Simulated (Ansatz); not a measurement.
One change: `O=C[SeH]` becomes `O=C([SiH3])[SeH]`.

Ansatz, PBE0-D4/def2-TZVP geometries, multiplicity 1. Each molecule was computed in one conformer, which needn't be the lowest.

Scalar relativity is left out up to krypton. Spin–orbit coupling is left out; it splits and shifts lone-pair levels of the heavy atoms by tenths of an eV.

| property | `O=C[SeH]` |
| --- | --- |
| HOMO energy (PBE0/def2-TZVPP) / eV | -7.65 |
| HOMO–LUMO gap (PBE/def2-TZVPP) / eV | 4.22 |
| HOMO energy (PBE/def2-TZVPP) / eV | -6.42 |
| HOMO energy (B3LYP/def2-TZVPP) / eV | -7.43 |
| size of the dipole moment (ωB97M-V/def2-TZVPP) / D | 2.61 |
| LUMO energy (PBE0/def2-TZVPP) / eV | -1.13 |

(1) Give the same properties after the change, and the shifts. (Best estimate.)

Answers

(1) Computed: 
```csv
property,`O=C([SiH3])[SeH]`,shift
HOMO energy (PBE0/def2-TZVPP) / eV,-7.23,0.42
HOMO–LUMO gap (PBE/def2-TZVPP) / eV,3.35,-0.87
HOMO energy (PBE/def2-TZVPP) / eV,-5.97,0.45
HOMO energy (B3LYP/def2-TZVPP) / eV,-7.02,0.41
size of the dipole moment (ωB97M-V/def2-TZVPP) / D,2.63,0.02
LUMO energy (PBE0/def2-TZVPP) / eV,-1.65,-0.52
```

With PBE0 the HOMO rises by 0.42 eV and the LUMO falls by 0.52 eV, so the gap narrows by about 0.94 eV. PBE moves the HOMO by 0.45 eV and ωB97M-V by 0.42 eV. Dipoles are sizes alone; their direction can turn.

B3LYP here is the variant with VWN-RPA as its local correlation; programs differ in this.
